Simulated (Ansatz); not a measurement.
Gas-phase electronic energies from Ansatz, PBE0-D4/def2-TZVP geometries. CCSD(T)/CBS is the MP2 limit (def2-TZVPP, def2-QZVPP) plus CCSD(T) − MP2 in def2-TZVPP, frozen cores. For Se outer-core shells are correlated without core-valence functions, which leaves a few kJ/mol of doubt a bond. Scalar relativity is left out up to krypton. One conformer a species, not always the lowest.

`C=C(O)B(C)N` + `CC=[Se]` → `CB(N)C=[Se]` + `C=C(C)O`  (formal exchange of groups at a B–C bond)

`C=C(O)B(C)N`:

Z-matrix (Å, degrees):
```
C
B 1 1.571
H 1 1.094 2 111.0
H 1 1.093 2 113.4 3 121.9
H 1 1.095 2 110.7 3 -117.3
C 2 1.572 1 122.3 3 58.7
N 2 1.401 1 120.7 3 -120.3
O 6 1.376 2 118.5 1 -159.5
C 6 1.333 2 123.2 1 25.4
H 7 1.007 2 123.6 1 -170.8
H 7 1.006 2 122.5 1 -1.3
H 8 0.961 6 108.4 2 24.1
H 9 1.081 6 120.0 2 -2.7
H 9 1.084 6 121.7 2 176.0
```

`CC=[Se]`:

Cartesian coordinates in Å:
```
C -0.105 0.150 -0.661
C 0.111 -0.071 0.785
Se 0.411 -1.609 1.567
H 0.644 0.854 -1.045
H -1.078 0.630 -0.823
H -0.058 -0.778 -1.229
H 0.074 0.825 1.405
```

`CB(N)C=[Se]`:

Cartesian coordinates in Å:
```
C 0.927 0.283 1.032
B -0.033 -0.112 -0.141
N 0.264 -1.167 -1.006
C -1.387 0.640 -0.428
Se -1.986 2.028 0.466
H 1.222 1.334 0.952
H 0.412 0.199 1.994
H 1.833 -0.326 1.076
H 1.100 -1.722 -0.929
H -0.334 -1.444 -1.767
H -2.017 0.287 -1.249
```

`C=C(C)O`:

Z-matrix (Å, degrees):
```
C
C 1 1.487
H 1 1.093 2 110.2
H 1 1.093 2 110.1 3 118.1
H 1 1.088 2 111.0 3 -121.0
O 2 1.359 1 110.9 3 -59.0
C 2 1.331 1 125.2 3 121.0
H 6 0.962 2 109.0 1 -180.0
H 7 1.085 2 121.8 1 180.0
H 7 1.080 2 120.4 1 -0.1
```

```json
{"species": "`C=C(O)B(C)N`", "MP2/def2-QZVPP energy (Eh)": "-273.54396"}
{"species": "`CC=[Se]`", "MP2/def2-QZVPP energy (Eh)": "-2478.88830"}
{"species": "`CB(N)C=[Se]`", "MP2/def2-QZVPP energy (Eh)": "-2559.61497"}
{"species": "`C=C(C)O`", "MP2/def2-QZVPP energy (Eh)": "-192.82192"}
```

Problem. Work out ΔE.

Solution. ΔE = (-2559.61497) + (-192.82192) − (-273.54396) − (-2478.88830) = -0.00463 Eh = -0.13 eV. CCSD(T)/CBS gives -0.11 eV.

Largest T1 diagnostic among the species: 0.016.
